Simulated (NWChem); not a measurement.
All runs are NWChem calculations. System: bromotrifluoromethane (CBrF$_{3}$), charge 0, spin multiplicity 1, at a geometry optimised with PBE0/def2-SVP. Level: BLYP/def2-TZVP.

Job file:

```
start mol
memory heap 200 mb stack 900 mb global 1100 mb
geometry units angstroms nocenter noautoz
  F      1.295733    -0.553263     1.072485
  C      0.814015     0.041936     0.000000
  F      1.295733    -0.553263    -1.072485
  F      1.200132     1.301877     0.000000
  Br    -1.114528    -0.057422     0.000000
  symmetry group Cs
end
basis spherical
  * library def2-tzvp
end
dft
  xc becke88 lyp
  semidirect memsize 60000000 filesize 0
  iterations 100
end
task dft energy
```

NWChem printed:

```
             Northwest Computational Chemistry Package (NWChem) 7.3.0
             --------------------------------------------------------

                                NWChem Input Module
                                -------------------

 Scaling coordinates for geometry "geometry" by  1.889725989
 (inverse scale =  0.529177249)

 Turning off AUTOSYM since
 SYMMETRY directive was detected!

                             Geometry "geometry" -> ""
                             -------------------------

 Output coordinates in angstroms (scale by  1.889725989 to convert to a.u.)

  No.       Tag          Charge          X              Y              Z
 ---- ---------------- ---------- -------------- -------------- --------------
    1 F                    9.0000     1.29573300    -0.55326300     1.07248500
    2 C                    6.0000     0.81401500     0.04193600     0.00000000
    3 F                    9.0000     1.29573300    -0.55326300    -1.07248500
    4 F                    9.0000     1.20013200     1.30187700     0.00000000
    5 Br                  35.0000    -1.11452800    -0.05742200     0.00000000

 Effective nuclear repulsion energy (a.u.)     368.8456530893

            Nuclear Dipole moment (a.u.)
            ----------------------------
        X                 Y               Z
 ---------------- ---------------- ----------------
    -0.0000151178     0.0000094486     0.0000000000

      Symmetry information
      --------------------

 Group name             Cs
 Group number              2
 Group order               2
 No. of unique centers     4

      Symmetry unique atoms

     1    2    4    5


 Summary of "ao basis" -> "" (spherical)
 ------------------------------------------------------------------------------
       Tag                 Description            Shells   Functions and Types
 ---------------- ------------------------------  ------  ---------------------
 *                         def2-tzvp                  on all atoms

                                 NWChem DFT Module
                                 -----------------

 Summary of "ao basis" -> "ao basis" (spherical)
 ------------------------------------------------------------------------------
       Tag                 Description            Shells   Functions and Types
 ---------------- ------------------------------  ------  ---------------------
 F                         def2-tzvp                11       31   5s3p2d1f
 C                         def2-tzvp                11       31   5s3p2d1f
 Br                        def2-tzvp                16       48   6s5p4d1f

 Summary of "ao basis" -> "ao basis" (spherical)
 ------------------------------------------------------------------------------
       Tag                 Description            Shells   Functions and Types
 ---------------- ------------------------------  ------  ---------------------
 F                         def2-tzvp                11       31   5s3p2d1f
 C                         def2-tzvp                11       31   5s3p2d1f
 Br                        def2-tzvp                16       48   6s5p4d1f

      Symmetry analysis of basis
      --------------------------

        a'        105
        a"         67

            General Information
            -------------------
          SCF calculation type: DFT
          Wavefunction type:  closed shell.
          No. of atoms     :     5
          No. of electrons :    68
           Alpha electrons :    34
            Beta electrons :    34
          Charge           :     0
          Spin multiplicity:     1
          Use of symmetry is: on ; symmetry adaption is: on
          Maximum number of iterations: 100
          AO basis - number of functions:   172
                     number of shells:    60
          Convergence on energy requested:  1.00D-06
          Convergence on density requested:  1.00D-05
          Convergence on gradient requested:  5.00D-04

              XC Information
              --------------
                    Becke 1988 Exchange Functional  1.000
              Lee-Yang-Parr Correlation Functional  1.000

             Grid Information
             ----------------
          Grid used for XC integration:  medium
          Radial quadrature: Mura-Knowles
          Angular quadrature: Lebedev.
          Tag              B.-S. Rad. Rad. Pts. Rad. Cut. Ang. Pts.
          ---              ---------- --------- --------- ---------
          F                   0.50       49           9.0       434
          C                   0.70       49           8.0       434
          Br                  1.15      112           8.0       590
          Grid pruning is: on
          Number of quadrature shells:   259
          Spatial weights used:  Erf1

          Convergence Information
          -----------------------
          Convergence aids based upon iterative change in
          total energy or number of iterations.
          Levelshifting, if invoked, occurs when the
          HOMO/LUMO gap drops below (HL_TOL):  1.00D-02
          DIIS, if invoked, will attempt to extrapolate
          using up to (NFOCK): 10 stored Fock matrices.

                    Damping( 0%)  Levelshifting(0.5)       DIIS
                  --------------- ------------------- ---------------
          dE  on:    start            ASAP                start
          dE off:    2 iters        100 iters           100 iters

      Screening Tolerance Information
      -------------------------------
          Density screening/tol_rho:  1.00D-10
          AO Gaussian exp screening on grid/accAOfunc:  14
          CD Gaussian exp screening on grid/accCDfunc:  20
          XC Gaussian exp screening on grid/accXCfunc:  20
          Schwarz screening/accCoul:  1.00D-08

      Superposition of Atomic Density Guess
      -------------------------------------

 Sum of atomic energies:       -2908.32456338

      Non-variational initial energy
      ------------------------------

 Total energy =   -2909.623740
 1-e energy   =   -4786.315566
 2-e energy   =    1507.846172
 HOMO         =      -0.393490
 LUMO         =       0.078393

      Symmetry analysis of molecular orbitals - initial
      -------------------------------------------------

  Numbering of irreducible representations:

     1 a'          2 a"

  Orbital symmetries:

     1 a'          2 a'          3 a'          4 a'          5 a"
     6 a'          7 a"          8 a'          9 a'         10 a'
    11 a'         12 a"         13 a'         14 a'         15 a'
    16 a"         17 a"         18 a'         19 a'         20 a'
    21 a"         22 a'         23 a'         24 a'         25 a"
    26 a'         27 a'         28 a"         29 a'         30 a"
    31 a"         32 a'         33 a'         34 a"         35 a'
    36 a"         37 a'         38 a'         39 a'         40 a"
    41 a'         42 a'         43 a"         44 a'

------------------------------------------------------------
EAF file 0: "./mol.aoints.0" size=524288 bytes
------------------------------------------------------------
               write      read    awrite     aread      wait
               -----      ----    ------     -----      ----
     calls:        1         0         0         0         0
   data(b): 5.24e+05  0.00e+00  0.00e+00  0.00e+00
   time(s): 0.00e+00  0.00e+00  0.00e+00  0.00e+00  0.00e+00
rate(mb/s): 0.00e+00  0.00e+00
------------------------------------------------------------

   convergence    iter        energy       DeltaE   RMS-Dens  Diis-err    time
 ---------------- ----- ----------------- --------- --------- ---------  ------
 d= 0,ls=0.0,diis     1  -2911.6760106286 -3.28D+03  1.03D-02  3.37D+00    13.9
 d= 0,ls=0.0,diis     2  -2911.0017311806  6.74D-01  7.17D-03  1.11D+01    15.1
 d= 0,ls=0.0,diis     3  -2911.9216926095 -9.20D-01  1.51D-03  1.24D-01    16.4
 d= 0,ls=0.0,diis     4  -2911.9313885791 -9.70D-03  7.32D-04  2.03D-02    17.7
 d= 0,ls=0.0,diis     5  -2911.9339733808 -2.58D-03  1.93D-04  3.82D-03    19.2
  Resetting Diis
 d= 0,ls=0.0,diis     6  -2911.9342889179 -3.16D-04  4.10D-05  1.54D-04    20.8
 d= 0,ls=0.0,diis     7  -2911.9343028925 -1.40D-05  2.03D-05  4.80D-06    22.2
 d= 0,ls=0.0,diis     8  -2911.9343017289  1.16D-06  1.35D-05  1.29D-05    23.5
 d= 0,ls=0.0,diis     9  -2911.9343034077 -1.68D-06  1.48D-06  4.83D-07    24.8
 d= 0,ls=0.0,diis    10  -2911.9343034316 -2.39D-08  2.57D-07  1.76D-08    26.4

         Total DFT energy =    -2911.934303431643
      One electron energy =    -4784.783477925237
           Coulomb energy =     1632.138161724222
    Exchange-Corr. energy =     -128.134640319935
 Nuclear repulsion energy =      368.845653089307

 Numeric. integr. density =       68.000005503932

     Total iterative time =     23.4s

                  Occupations of the irreducible representations
                  ----------------------------------------------

                     irrep           alpha         beta
                     --------     --------     --------
                     a'               23.0         23.0
                     a"               11.0         11.0

                       DFT Final Molecular Orbital Analysis
                       ------------------------------------

 Vector   32  Occ=2.000000D+00  E=-3.548872D-01  Symmetry=a'
              MO Center=  1.1D-01,  5.9D-03,  5.6D-15, r^2= 3.0D+00
   Bfn.  Coefficient  Atom+Function         Bfn.  Coefficient  Atom+Function
  ----- ------------  ---------------      ----- ------------  ---------------
   140      0.347454  5 Br px               134     -0.253855  5 Br px
   137      0.232881  5 Br px                 6      0.213916  1 F  px
    68      0.213916  3 F  px                99      0.212526  4 F  px
   143      0.179702  5 Br px                 9      0.170215  1 F  px
    71      0.170215  3 F  px               102      0.168956  4 F  px

 Vector   33  Occ=2.000000D+00  E=-2.788367D-01  Symmetry=a"
              MO Center= -9.8D-01, -6.5D-02, -5.1D-16, r^2= 1.8D+00
   Bfn.  Coefficient  Atom+Function         Bfn.  Coefficient  Atom+Function
  ----- ------------  ---------------      ----- ------------  ---------------
   142      0.505099  5 Br pz               136     -0.361386  5 Br pz
   139      0.337295  5 Br pz               145      0.312620  5 Br pz
   133      0.110134  5 Br pz                 6      0.090536  1 F  px
    68     -0.090536  3 F  px                 9      0.072238  1 F  px
    71     -0.072238  3 F  px                12      0.053286  1 F  px

 Vector   34  Occ=2.000000D+00  E=-2.788367D-01  Symmetry=a'
              MO Center= -9.8D-01, -3.6D-02, -3.9D-18, r^2= 1.8D+00
   Bfn.  Coefficient  Atom+Function         Bfn.  Coefficient  Atom+Function
  ----- ------------  ---------------      ----- ------------  ---------------
   141      0.504428  5 Br py               135     -0.360907  5 Br py
   138      0.336849  5 Br py               144      0.312207  5 Br py
   132      0.109988  5 Br py                99      0.103905  4 F  px
   102      0.082971  4 F  px               105      0.061454  4 F  px
     6     -0.050087  1 F  px                68     -0.050087  3 F  px

 Vector   35  Occ=0.000000D+00  E=-6.751618D-02  Symmetry=a'
              MO Center= -6.0D-01, -3.1D-02, -3.2D-15, r^2= 2.6D+00
   Bfn.  Coefficient  Atom+Function         Bfn.  Coefficient  Atom+Function
  ----- ------------  ---------------      ----- ------------  ---------------
   143     -0.554739  5 Br px                35      0.551973  2 C  s
    37     -0.364640  2 C  px                40     -0.301122  2 C  px
    36      0.291154  2 C  s                140     -0.272269  5 Br px
   130     -0.259424  5 Br s                137     -0.252253  5 Br px
   134      0.235320  5 Br px                34      0.210886  2 C  s

 Vector   36  Occ=0.000000D+00  E= 7.110376D-02  Symmetry=a'
              MO Center=  6.2D-01,  3.2D-02, -5.6D-13, r^2= 5.7D+00
   Bfn.  Coefficient  Atom+Function         Bfn.  Coefficient  Atom+Function
  ----- ------------  ---------------      ----- ------------  ---------------
    36      3.457207  2 C  s                130     -1.050465  5 Br s
     5     -1.002203  1 F  s                 67     -1.002203  3 F  s
    98     -1.002233  4 F  s                143     -0.821561  5 Br px
   106      0.373153  4 F  py                14      0.319654  1 F  pz
    76     -0.319654  3 F  pz                40      0.256810  2 C  px

 Vector   37  Occ=0.000000D+00  E= 7.869797D-02  Symmetry=a"
              MO Center=  4.4D-01, -4.4D-03,  9.0D-11, r^2= 3.1D+00
   Bfn.  Coefficient  Atom+Function         Bfn.  Coefficient  Atom+Function
  ----- ------------  ---------------      ----- ------------  ---------------
    45      1.074388  2 C  pz                 5     -0.666011  1 F  s
    67      0.666011  3 F  s                 42      0.560940  2 C  pz
    39      0.393803  2 C  pz               145     -0.393243  5 Br pz
   107     -0.252087  4 F  pz                13     -0.227112  1 F  py
    75      0.227112  3 F  py                12      0.179925  1 F  px

 center of mass
 --------------
 x =  -0.09221622 y =  -0.00475093 z =   0.00000000

 moments of inertia (a.u.)
 ------------------
         313.608730320860         -28.390931149366           0.000000000000
         -28.390931149366         863.230589793151           0.000000000000
           0.000000000000           0.000000000000         864.693773192225

     Multipole analysis of the density
     ---------------------------------

     L   x y z        total         alpha         beta         nuclear
     -   - - -        -----         -----         ----         -------
     0   0 0 0     -0.000000    -34.000000    -34.000000     68.000000

     1   1 0 0     -0.096821     -0.048403     -0.048403     -0.000015
     1   0 1 0     -0.004996     -0.002503     -0.002503      0.000009
     1   0 0 1      0.000000      0.000000      0.000000      0.000000

     2   2 0 0    -27.838900   -175.751602   -175.751602    323.664304
     2   1 1 0      0.075292     -6.395130     -6.395130     12.865552
     2   1 0 1     -0.000000     -0.000000     -0.000000      0.000000
     2   0 2 0    -29.296265    -51.947380    -51.947380     74.598496
     2   0 1 1     -0.000000     -0.000000     -0.000000      0.000000
     2   0 0 2    -29.300148    -51.617791    -51.617791     73.935435

 Task  times  cpu:       26.5s     wall:       26.5s

 Total times  cpu:       26.5s     wall:       26.5s
```
